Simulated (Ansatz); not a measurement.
One change: CH₃OH becomes `O[CH2][GaH2]`.

Ansatz, PBE0-D4/def2-TZVP geometries, multiplicity 1. Each molecule was computed in one conformer, which needn't be the lowest.

Scalar relativity is left out up to krypton.

```json
{"property": "size of the dipole moment (PBE/def2-TZVPP) / D", "CH₃OH": "1.56"}
{"property": "LUMO energy (ωB97M-V/def2-TZVPP) / eV", "CH₃OH": "2.53"}
{"property": "LUMO energy (PBE/def2-TZVPP) / eV", "CH₃OH": "0.22"}
{"property": "size of the dipole moment (B3LYP/def2-TZVPP) / D", "CH₃OH": "1.64"}
{"property": "LUMO energy (PBE0/def2-TZVPP) / eV", "CH₃OH": "1.10"}
{"property": "HOMO–LUMO gap (ωB97M-V/def2-TZVPP) / eV", "CH₃OH": "12.89"}
```

Problem. What does the change do to each property? (Best estimate.)

Solution. The calculation gave: 
| property | `O[CH2][GaH2]` | shift |
| --- | --- | --- |
| size of the dipole moment (PBE/def2-TZVPP) / D | 1.93 | 0.37 |
| LUMO energy (ωB97M-V/def2-TZVPP) / eV | 0.24 | -2.29 |
| LUMO energy (PBE/def2-TZVPP) / eV | -2.31 | -2.53 |
| size of the dipole moment (B3LYP/def2-TZVPP) / D | 1.96 | 0.32 |
| LUMO energy (PBE0/def2-TZVPP) / eV | -1.46 | -2.56 |
| HOMO–LUMO gap (ωB97M-V/def2-TZVPP) / eV | 10.07 | -2.82 |

With PBE0 the HOMO rises by 0.29 eV and the LUMO falls by 2.56 eV, so the gap narrows by about 2.85 eV. PBE moves the HOMO by -0.17 eV and ωB97M-V by 0.53 eV. Dipoles are sizes alone; their direction can turn.

B3LYP here is the variant with VWN-RPA as its local correlation; programs differ in this.
